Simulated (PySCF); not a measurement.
A calculated (PBE, PySCF 2.14, x2c-TZVPPall, scalar relativity by spin-free X2C-1e) atom or ion has these occupied shells.

| shell | electrons | orbital energy (eV) | rms radius, mean of both spins (bohr) |
| --- | --- | --- | --- |
| 1s β | 1 | -69276.7 | 0.0208 |
| 1s α | 1 | -69276.7 | 0.0208 |
| 2s α | 1 | -11971.7 | 0.0839 |
| 2s β | 1 | -11971.5 | 0.0839 |
| 2p α | 3 | -10508.8 | 0.0762 |
| 2p β | 3 | -10508.7 | 0.0762 |
| 3s α | 1 | -2771.3 | 0.215 |
| 3s β | 1 | -2771.2 | 0.215 |
| 3p α | 3 | -2335.8 | 0.216 |
| 3p β | 3 | -2335.7 | 0.216 |
| 3d α | 5 | -1817.7 | 0.197 |
| 3d β | 5 | -1817.6 | 0.197 |
| 4s α | 1 | -584.51 | 0.478 |
| 4s β | 1 | -584.36 | 0.478 |
| 4p α | 3 | -440.81 | 0.509 |
| 4p β | 3 | -440.66 | 0.509 |
| 4d α | 5 | -254.29 | 0.550 |
| 4d β | 5 | -254.11 | 0.550 |
| 5s α | 1 | -95.454 | 1.13 |
| 5s β | 1 | -93.777 | 1.13 |
| 5p α | 3 | -60.274 | 1.33 |
| 5p β | 3 | -58.022 | 1.33 |
| 4f α | 7 | -49.612 | 0.682 |
| 4f β | 7 | -49.223 | 0.682 |
| 5d α | 4 | -20.957 | 2.03 |

Name the element and its charge.

W(2+) (tungsten, charge +2), in [Xe] 4f14 5d4, high-spin 5D determinant.
